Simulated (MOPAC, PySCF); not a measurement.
C₇H₈OS₂Si, SMILES `COc1csc2c([SiH3])csc12` (C–O–C–C torsion 0°), neutral singlet in the gas phase. 

Cartesian coordinates (Å):
SMILES: COc1csc2c([SiH3])csc12
```xyz
19

C      3.8321    -0.5291     0.0541
O      2.7030     0.1843    -0.3712
C      1.5193    -0.2085     0.1198
C      1.2531    -1.2327     0.9988
S     -0.4390    -1.3872     1.3664
C     -0.8243    -0.0580     0.3296
C     -2.0342     0.6073    -0.0446
Si    -3.7637     0.2017     0.5345
C     -1.7402     1.6257    -0.9228
S     -0.0580     1.7888    -1.2960
C      0.3192     0.4631    -0.2610
H      4.7015    -0.0781    -0.4399
H      3.7654    -1.5942    -0.2307
H      3.9617    -0.4612     1.1489
H      1.9613    -1.9171     1.4601
H     -4.1303    -1.1988     0.1632
H     -4.7135     1.1541    -0.1125
H     -3.8661     0.3263     2.0203
H     -2.4474     2.3137    -1.3872
```
Charge 0, spin multiplicity 1.

All levels are single points at this geometry (PBE0-D3(BJ)/def2-SVP); Pople sets use spherical d functions. Orbital energies aren't observables, and empty levels follow the basis.

| level | HOMO (eV) | LUMO (eV) | gap (eV) | dipole (D) | vertical IE, Delta-SCF (eV) |
|---|---|---|---|---|---|
| M06-2X/def2-TZVP in PySCF | -7.11 | -0.12 | 6.99 | 1.53 | 7.92 |
| B3LYP/3-21G in PySCF | -5.67 | -0.71 | 4.96 | 1.74 | – |
| B3LYP/6-31G* in PySCF | -5.61 | -0.72 | 4.90 | 1.70 | 7.44 |
| B3LYP/LANL2DZ in PySCF | -5.87 | -0.93 | 4.94 | 1.65 | – |
| BP86/6-31G* in PySCF | -4.91 | -1.44 | 3.47 | 1.84 | – |
| M06-2X/6-31G* in PySCF | -6.92 | 0.19 | 7.11 | 1.53 | – |
| SVWN5/6-31G* in PySCF | -4.96 | -1.50 | 3.45 | 1.83 | 7.42 |
| HF/3-21G in PySCF | -8.21 | 2.60 | 10.81 | 1.53 | – |
| HF/6-31G* in PySCF | -7.99 | 2.75 | 10.74 | 1.46 | – |
| HF/STO-3G in PySCF | -5.47 | 6.42 | 11.89 | 0.66 | – |
| AM1 in MOPAC | -8.12 | -0.38 | 7.74 | 0.73 | – |
| PM3 in MOPAC | -8.40 | -0.68 | 7.73 | 0.48 | – |
| PM7 in MOPAC | -7.99 | -0.79 | 7.20 | 1.06 | – |
